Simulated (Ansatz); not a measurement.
Geometry optimisation, Ansatz 0.2.0, RKS B3LYP/def2-SVP.

The input (input.yaml):

```yaml
crystal:
  periodic: [false, false, false]
  atoms:
    - { symbol: O, position_ang: [1.266, -1.5074, -0.7005] }
    - { symbol: C, position_ang: [0.3062, -0.7287, -0.3657] }
    - { symbol: Si, position_ang: [0.5222, 1.103, -0.4031] }
    - { symbol: As, position_ang: [-1.3159, -1.4772, 0.1951] }
    - { symbol: H, position_ang: [1.58701, 1.50447, 0.48911] }
    - { symbol: H, position_ang: [0.79704, 1.54474, -1.79223] }
    - { symbol: H, position_ang: [-0.7843, 1.75393, 0.02325] }
    - { symbol: H, position_ang: [-0.7194, -2.0474, 1.5009] }
    - { symbol: H, position_ang: [-1.8527, -0.1601, 0.9554] }
basis:
  gaussian: { orbitals: def2-SVP }
hamiltonian:
  xc: b3lyp
relax:
  f_tol: 0.015
  max_steps: 40
output:
  orbitals: {}
```

Run as:

```bash
$ ansatz run input.yaml --threads 2 --pin off --max-ram 3072MiB --backend cpu --events-out ev --progress --plain --runs-dir out
```

Q: Where does it end, and by what steps?

A: The forces met the threshold. After 18 steps the energy has fallen by 0.602 eV; H9 moved furthest, 0.67 Å.

| step | energy less start (eV) | largest force component (eV/Å) | accepted |
| --- | --- | --- | --- |
| 0 | 0.0000 | 4.564 | yes |
| 1 | -0.4288 | 2.025 | yes |
| 2 | -0.5047 | 1.907 | yes |
| 3 | -0.5671 | 0.951 | yes |
| 4 | -0.5851 | 0.723 | yes |
| 5 | -0.5908 | 0.271 | yes |
| 6 | -0.6000 | 0.052 | yes |
| 7 | -0.6010 | 0.031 | yes |
| 8 | -0.6013 | 0.025 | yes |
| 9 | -0.6014 | 0.023 | yes |
| 10 | -0.6016 | 0.019 | yes |
| 11 | -0.6018 | 0.034 | yes |
| 12 | -0.6019 | 0.032 | yes |
| 13 | -0.6020 | 0.037 | yes |
| 14 | -0.6021 | 0.045 | yes |
| 15 | -0.6022 | 0.038 | yes |
| 16 | -0.6022 | 0.029 | yes |
| 17 | -0.6022 | 0.016 | yes |
| 18 | -0.6022 | 0.011 | yes |

```xyz
9
Properties=species:S:1:pos:R:3
O 1.065 -1.470 -0.828
C 0.246 -0.699 -0.400
Si 0.521 1.228 -0.519
As -1.501 -1.407 0.419
H 1.273 1.635 0.702
H 1.310 1.541 -1.741
H -0.799 1.921 -0.543
H -0.769 -2.422 1.293
H -1.539 -0.343 1.520
```

Whether the end is a true minimum wasn't checked by a vibrational analysis.

The run took 55 s on 2 threads of Arm Neoverse V1 (shared host), peak memory 0.23 GiB.
